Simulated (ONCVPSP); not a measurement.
**Transferability test, ONCV potential for Ni**

- Element: nickel (Ni)
- Generator: ONCVPSP 4.0.1
- Type: optimised norm-conserving Vanderbilt (ONCV)
- Functional: PW91
- Relativity: scalar-relativistic
- Frozen core: [Ne]
- Valence charge: 18
- Reference configuration: 3s2 3p6 3d8 4s1 (charge +1)
- Partial waves: 3s+4s: rc 1.50 bohr, ncon 5, nbas 10, qcut 7.8 1/bohr, 2 projectors; 3p: rc 1.20 bohr, ncon 5, nbas 8, qcut 12.3 1/bohr, 2 projectors, debl 1.5 Ha; 3d: rc 1.65 bohr, ncon 4, nbas 9, qcut 10.1 1/bohr, 2 projectors, debl 3.6 Ha; f scattering state at 0.23 Ha: rc 1.40 bohr, ncon 4, nbas 9, qcut 7.8 1/bohr, 1 projector
- Local potential: polynomial inside 1.20 bohr (lpopt 5, dvloc0 4 Ha)
- Core correction: none

In the p channel the program set the typed energies aside and used -2.961, 0.250 Ha.

Energies are relative to the spin-unpolarised reference configuration 3s2 3p6 3d8 4s1; without spin polarisation the order of configurations can differ from experiment.

| valence configuration | charge | ΔE all-electron (eV) | error AE − PS (meV) |
| --- | --- | --- | --- |
| 3s2 3p6 3d8 4s2 | 0 | -9.391 | +3.3 |
| 3s2 3p6 3d8 4s0 | +2 | 17.410 | +1.8 |
| 3s2 3p6 3d7 4s0 | +3 | 54.988 | +72 |

What are ΔE and the potential's error for 3s2 3p6 3d9 4s1?

ΔE = -11.007 eV all-electron; the error (AE − PS) is +25 meV.

Levels in the configuration 3s2 3p6 3d8 4s2:

```
level  all-electron (eV)  pseudo (eV)
   3s           -111.059     -111.037
   3p            -71.439      -71.426
   3d             -8.954       -8.930
   4s             -5.705       -5.709
```
